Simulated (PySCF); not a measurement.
Work out the structure from these simulated measurements.

Elements present: C, Cl, H, O and S. Monoisotopic mass: 189.9855 u.

| Property | Result |
| --- | --- |
| Rotational structure | rotational constants A, B, C: 1.931, 0.482, 0.475 GHz [GFN2-xTB] |
| 1H NMR | chemical shifts (computed TMS as zero) by class: 8.16 (2 H), 7.67 (2 H), 2.61 (3 H) ppm [GIAO PBE0/pcSseg-1] |
| NMR, other nuclei | isotropic shieldings of nuclei other than C and H, by class: 49 (2 O), 177 (1 S), 293 (1 Cl) ppm [GIAO PBE0/pcSseg-1] |
| Dipole | 6.02 D [PBE0/pcSseg-1] |
| 13C NMR | chemical shifts (computed TMS as zero) by class: 152.5 (1 C), 150.3 (1 C), 135.2 (2 C), 131.7 (2 C), 24.3 (1 C) ppm [GIAO PBE0/pcSseg-1] |

The electronic properties come from PySCF, for the isolated species, density fitting. Levels stand in brackets. Isolated species at its GFN2-xTB geometry (one conformer only). GFN2-xTB frequencies show an imaginary mode (33i cm⁻¹), so this geometry is no minimum at that level. NMR values are class means; diastereotopic atoms form classes of their own.

Problem. Which formula fits the mass and the elements?

Solution. C7H7ClO2S (calculated 189.9855). No other formula that holds each of these elements comes within 0.0003 u with a fitting electron parity and a possible valence count.

Problem. Give a SMILES that accounts for the data.

Solution. Numbering: `[CH3:1][c:2]1[cH:3][cH:4][c:5]([S:6](=[O:7])(=[O:8])[Cl:9])[cH:10][cH:11]1`. 7 carbons fall into 5 classes; from least to most shielded: substituted aromatic carbon [C2] (152.5 ppm), substituted aromatic carbon [C5] (150.3 ppm), aromatic CH carbon [C3/C11] (135.2 ppm, 2 C), aromatic CH carbon [C4/C10] (131.7 ppm, 2 C), benzylic-type carbon [C1] (24.3 ppm). Hydrogen classes from least to most shielded: 2 H on 2 aromatic CH carbons, C4/C10 (8.16 ppm), 2 H on 2 aromatic CH carbons, C3/C11 (7.67 ppm), 3 H on a benzylic-type carbon, C1 (2.61 ppm, a mean of values up to 0.5 ppm apart in this geometry). The other shieldings belong to: 49 ppm, sulfonyl oxygen [O7/O8]; 177 ppm, sulfonyl sulfur [S6]; 293 ppm, chlorine bonded to S [Cl9]. By its constants the optimised geometry is a nearly prolate symmetric top. Structure: `Cc1ccc(S(=O)(=O)Cl)cc1` (tosyl chloride). Computed isomers that give other values at the same levels: `Cc1ccccc1S(=O)(=O)Cl` (13C chemical shifts (computed TMS as zero) by class: 150.0 (1 C), 144.2 (1 C), 141.1 (1 C), 137.5 (1 C), 132.8 (1 C), 131.5 (1 C), 20.6 (1 C) ppm); `Cc1cccc(S(=O)(=O)Cl)c1` (13C chemical shifts (computed TMS as zero) by class: 152.6 (1 C), 146.7 (1 C), 141.1 (1 C), 134.9 (1 C), 131.5 (1 C), 128.0 (1 C), 23.7 (1 C) ppm); `CS(=O)(=O)c1ccc(Cl)cc1` (13C chemical shifts (computed TMS as zero) by class: 151.8 (1 C), 148.1 (1 C), 135.3 (2 C), 134.4 (2 C), 51.8 (1 C) ppm). The assignments are read from this structure; whether some other isomer fits the data as well wasn't checked.

The values belong to the conformer `[CH3:1][c:2]1[cH:3][cH:4][c:5]([S:6](=[O:7])(=[O:8])[Cl:9])[cH:10][cH:11]1`: C4–C5–S6–O7 160°.
